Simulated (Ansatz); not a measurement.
One change: `[SiH3][O][Sn][Br]` becomes `[SiH3][O][Sn][Cl]`.

Ansatz, PBE0-D4/def2-TZVP geometries, multiplicity 1. Each molecule was computed in one conformer, which needn't be the lowest.

Elements past krypton have def2 core potentials. Scalar relativity is left out up to krypton. Spin–orbit coupling is left out; it splits and shifts lone-pair levels of the heavy atoms by tenths of an eV.

```
                                      property  `[SiH3][O][Sn][Br]`
             LUMO energy (PBE/def2-TZVPP) / eV                -3.50
           LUMO energy (B3LYP/def2-TZVPP) / eV                -3.07
            LUMO energy (PBE0/def2-TZVPP) / eV                -2.84
size of the dipole moment (PBE/def2-TZVPP) / D                 2.63
             HOMO energy (PBE/def2-TZVPP) / eV                -6.82
         HOMO energy (ωB97M-V/def2-TZVPP) / eV                -9.96
```

What does the change do to each property? (Estimate.)

Computed: 
```csv
property,`[SiH3][O][Sn][Cl]`,shift
LUMO energy (PBE/def2-TZVPP) / eV,-3.45,0.05
LUMO energy (B3LYP/def2-TZVPP) / eV,-3.02,0.05
LUMO energy (PBE0/def2-TZVPP) / eV,-2.78,0.06
size of the dipole moment (PBE/def2-TZVPP) / D,2.72,0.09
HOMO energy (PBE/def2-TZVPP) / eV,-7.03,-0.21
HOMO energy (ωB97M-V/def2-TZVPP) / eV,-10.24,-0.28
```

With PBE0 the HOMO falls by 0.24 eV and the LUMO rises by 0.06 eV, so the gap widens by about 0.30 eV. PBE moves the HOMO by -0.21 eV and ωB97M-V by -0.28 eV. Dipoles are sizes alone; their direction can turn.

B3LYP here is the variant with VWN-RPA as its local correlation; programs differ in this.
